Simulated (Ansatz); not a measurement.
# Ligand exchange through a proton shuttle

Start structure (SiH5ClF2, singlet), relaxed at PBE0-D4/def2-TZVP:

```
9
angstrom
Si 0.0462 1.2608 -0.8279
Cl 1.7736 0.1827 -0.3438
H -0.8525 0.3540 -1.5654
H -0.5312 1.7692 0.4297
H 0.5250 2.3652 -1.6889
H -0.9693 -1.4544 1.1395
F -1.6490 -0.8451 0.9365
H 1.0749 -1.4899 0.7278
F 0.5825 -2.1426 1.1924
```

The step: SiH₃Cl ([SiH3][Cl]) + HF + HF → SiH₃F ([F][SiH3]) + HCl + HF; bonds formed: Si1–F7, Cl2–H8, H6–F9; bonds broken: Si1–Cl2, H6–F7, H8–F9. Ansatz 0.2.0; basis: def2-TZVPP and def2-QZVPP; cores frozen in the correlated methods. Extrapolation: Hartree–Fock as exp(−7.88 √X), correlation as X^−2.97. Energies below are by CCSD(T) at an estimated basis limit (MP2 extrapolated from triple and quadruple zeta, plus CCSD(T) − MP2 in triple zeta).

Question: What are the electronic barrier and the energy of the step, from the start structure to the end structure? (To be estimated.)

Answer: Computed: Barrier 124.1 kJ/mol; step energy -29.6 kJ/mol (downhill); reverse barrier, their difference, 153.6 kJ/mol. Barrier and step energy count from the start structure, the reverse barrier from the end structure.

The saddle point: One imaginary mode of 502i cm⁻¹.
```tsv
pair	start (Å)	saddle (Å)	end (Å)
Si1–F7	3.23	1.87	1.63
Cl2–H8	2.11	1.64	1.29
H6–F9	1.70	1.19	0.93
Si1–Cl2	2.09	2.42	3.76
H6–F7	0.94	1.10	1.70
H8–F9	0.94	1.07	1.89
```

Zero-point energy (harmonic, PBE0-D4): ZPE is 132.4 kJ/mol at the start and 125.1 kJ/mol at the saddle, so the barrier goes from 124.1 to 116.8 kJ/mol.

No T1 diagnostic of these runs exceeds 0.011.

Labels in which every atom is bracketed show which atoms are joined, not bond orders.

For scale, one of the runs: CCSD(T)/def2-TZVPP, 216 basis functions, launched by `ansatz run in.yaml --threads 4 --pin off --events-out ev --progress --plain --max-ram 9574MiB`. Hardware: 4 CPU threads of an Intel Xeon, shared host. Wall time 84 s; peak host memory 3.2 GiB.
